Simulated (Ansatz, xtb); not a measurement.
# Two isomers of C4H4BClN2

Structure a: `Bc1cnc(Cl)nc1`, a singlet. Structure b: `Bc1cc(Cl)ncn1`, a singlet. Both are isolated molecules in the gas phase, relaxed with PBE0-D3(BJ)/def2-SVP; the shapes shown needn't be the lowest conformers.

a (Å):

```yaml
atoms:
  - { symbol: C, position_ang: [0.3034, -0.6574, 0.3812] }
  - { symbol: C, position_ang: [0.1022, -0.7971, -1.0048] }
  - { symbol: C, position_ang: [-1.3947, -2.4366, -0.6728] }
  - { symbol: C, position_ang: [-0.4683, -1.5370, 1.1633] }
  - { symbol: B, position_ang: [1.2800, 0.3657, 0.9873] }
  - { symbol: Cl, position_ang: [-2.4863, -3.5804, -1.3505] }
  - { symbol: N, position_ang: [-0.7370, -1.6758, -1.5363] }
  - { symbol: N, position_ang: [-1.3124, -2.4219, 0.6500] }
  - { symbol: H, position_ang: [1.4100, 0.4386, 2.1860] }
  - { symbol: H, position_ang: [1.9158, 1.0947, 0.2639] }
  - { symbol: H, position_ang: [0.6522, -0.1619, -1.7096] }
  - { symbol: H, position_ang: [-0.3917, -1.5156, 2.2571] }
```

b (Å):

```xyz
12

C     0.5098   -0.8326    0.3918
C     0.0076   -1.3380   -0.8119
C    -1.3440   -1.7004   -0.8272
C    -1.5537   -1.0841    1.3304
B     2.0088   -0.3992    0.5221
Cl   -2.0375   -2.3358   -2.2768
N    -2.1204   -1.5779    0.2235
N    -0.2958   -0.7098    1.4720
H     2.7338   -0.4915   -0.4397
H     2.4200    0.0192    1.5727
H     0.6354   -1.4462   -1.6972
H    -2.2090   -0.9845    2.2035
```

Quicker runs give these differences E(b) − E(a): GFN2-xTB +15.0 kJ/mol; HF/STO-3G +10.5 kJ/mol (at GFN2-xTB geometries); r2SCAN-D4/def2-SVP +24.9 kJ/mol (at GFN2-xTB geometries).

Estimate E(b) − E(a) at the level CCSD(T)/def2-SVP + ΔMP2/def2-TZVPP.

Calculated at CCSD(T)/def2-SVP + ΔMP2/def2-TZVPP: E(b) − E(a) = +18.9 kJ/mol, so structure a lies lower.

The same difference at several levels:

| level | geometry | E(b) − E(a) (kJ/mol) | departure from the last row (kJ/mol) | job, with rough time for the two |
| --- | --- | --- | --- | --- |
| GFN2-xTB | GFN2-xTB | +15.0 | −3.9 | optimisation, 0.13 s |
| HF/STO-3G | GFN2-xTB | +10.5 | −8.4 | single point, 0.44 s |
| r2SCAN-D4/def2-SVP | GFN2-xTB | +24.9 | +6.0 | single point, 3.2 s |
| PBE0-D3(BJ)/def2-SVP | PBE0-D3(BJ)/def2-SVP | +25.3 | +6.5 | optimisation, 30 s |
| HF/def2-SVP | PBE0-D3(BJ)/def2-SVP | +29.5 | +10.7 | part of the CCSD(T) run |
| MP2/def2-SVP | PBE0-D3(BJ)/def2-SVP | +17.1 | −1.8 | part of the CCSD(T) run |
| CCSD(T)/def2-SVP | PBE0-D3(BJ)/def2-SVP | +20.1 | +1.2 | single point |
| CCSD(T)/def2-SVP + ΔMP2/def2-TZVPP | PBE0-D3(BJ)/def2-SVP | +18.9 |  | single point, 49 s |

As drawn, both hold the same kinds of bond in the same numbers.

The levels shown agree on the order. The largest departure from CCSD(T)/def2-SVP + ΔMP2/def2-TZVPP is that of HF/def2-SVP, 10.7 kJ/mol. A small imaginary or near-zero mode remains, so no thermal terms are given. The last row adds to CCSD(T) the change of the MP2 difference between the two basis sets, here −1.2 kJ/mol.

The correlated steps freeze 12 core orbitals. Programs: Ansatz 0.2.0, xtb 6.7.1; the last row on 2 threads of Intel(R) Xeon(R) 6975P-C (Granite Rapids) on a shared host.
